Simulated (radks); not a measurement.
The numbers below are computed, except where a source is named.
All-electron atom: the copper ion Cu28+ in 1s1.

Code: a radial shooting solver on a logarithmic mesh with Libxc functionals. Model: scalar-relativistic Kohn-Sham, PBE, spin-polarised, spherical densities, finite nucleus; open shells are filled with parallel spins first; Fermi nuclear charge, rms radius 3.8823 fm.

Energy parts (eV):
total: -11568.664
kinetic: 11836.698
electron-nucleus: -23410.031
Hartree: 250.609
exchange-correlation: -245.939

Orbitals (lengths in bohr, moments of r in powers of bohr; r(90%) holds 90 % of the orbital's charge):
1s up: occ. 1; eigenvalue (eV) -11385.47; <r^4> 0.00003071; r(90%) 0.0908

The highest occupied level is 1s up at -11385.5 eV. The spin density at the nucleus is 10452 e/bohr^3 (1s 10452). The electron density at the nucleus is 1.045e+04 e/bohr^3 (large components only). The density falls to 0.001 e/bohr^3 at r = 0.27 bohr. Spin moment in Bohr magnetons: 1.
